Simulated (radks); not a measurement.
The nuclear charge of neutral beryllium is varied continuously with 4 electrons held in [He] 2s2. Calculated with a radial shooting solver on a logarithmic mesh with Libxc functionals: scalar-relativistic Kohn-Sham, PBE, spin-polarised, spherical densities, finite nucleus; Fermi nuclear charge, rms radius 2.519 fm. By the Hellmann-Feynman theorem dE/dZ = E(electron-nucleus)/Z, the electronic potential at the nucleus (averaged over a nucleus of fixed radius). The scalar-relativistic energy here is not variational (the density holds large components alone), so the two differ by a part that grows with Z.

| Z | E (hartree) | E(electron-nucleus)/Z (hartree) | HOMO | e(HOMO) (eV) | <r> HOMO (bohr) |
|---|---|---|---|---|---|
| 3.8 | -13.00063 | -7.90945 | 2s | -3.687 | 2.881 |
| 3.9 | -13.80417 | -8.16111 | 2s | -4.612 | 2.735 |
| 4 | -14.63287 | -8.41259 | 2s | -5.610 | 2.603 |
| 4.1 | -15.48671 | -8.66393 | 2s | -6.680 | 2.485 |
| 4.2 | -16.36568 | -8.91515 | 2s | -7.823 | 2.378 |
| 4.3 | -17.26976 | -9.16628 | 2s | -9.037 | 2.281 |
| 4.4 | -18.19896 | -9.41733 | 2s | -10.322 | 2.191 |
| 4.5 | -19.15326 | -9.66832 | 2s | -11.678 | 2.109 |
| 4.6 | -20.13266 | -9.91925 | 2s | -13.105 | 2.033 |
| 4.7 | -21.13715 | -10.1701 | 2s | -14.601 | 1.963 |
| 4.8 | -22.16673 | -10.4210 | 2s | -16.168 | 1.897 |
| 4.9 | -23.22139 | -10.6718 | 2s | -17.805 | 1.836 |
| 5 | -24.30114 | -10.9226 | 2s | -19.511 | 1.779 |

The central difference of E at Z = 4 is -8.413 hartree, to compare with the third column; the second derivative is -2.51 hartree.
